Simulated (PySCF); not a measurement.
C2H7FSi2, SMILES [SiH3]/C=C/[SiH2]F. Geometry optimised at B3LYP-D3(BJ)/def2-SVP. The structure was generated by enumeration; whether it is a known compound was not checked. Other conformers were not sampled.

Computed equilibrium geometry at B3LYP-D3(BJ)/def2-SVP (PySCF confirms it by a frequency run) as bond lengths and angles (one conformer of several):
Atoms: Si1 C2 C3 Si4 F5 H6 H7 H8 H9 H10 H11 H12. Bonded distances (Å): Si1–C2 1.880, Si1–H6 1.491, Si1–H7 1.493, Si1–H8 1.493, C2–C3 1.348, C2–H9 1.101, C3–Si4 1.864, C3–H10 1.100, Si4–F5 1.633, Si4–H11 1.487, Si4–H12 1.488. Angles (°): C2–Si1–H6 109.0, C2–Si1–H7 110.2, C2–Si1–H8 110.3, H6–Si1–H7 109.6, H6–Si1–H8 109.8, H7–Si1–H8 107.9, Si1–C2–C3 124.5, Si1–C2–H9 117.4, C3–C2–H9 118.1, C2–C3–Si4 122.6, C2–C3–H10 118.6, Si4–C3–H10 118.7, C3–Si4–F5 110.0, C3–Si4–H11 109.0, C3–Si4–H12 111.4, F5–Si4–H11 108.4, F5–Si4–H12 106.6, H11–Si4–H12 111.4.
Charge 0, spin multiplicity 1.
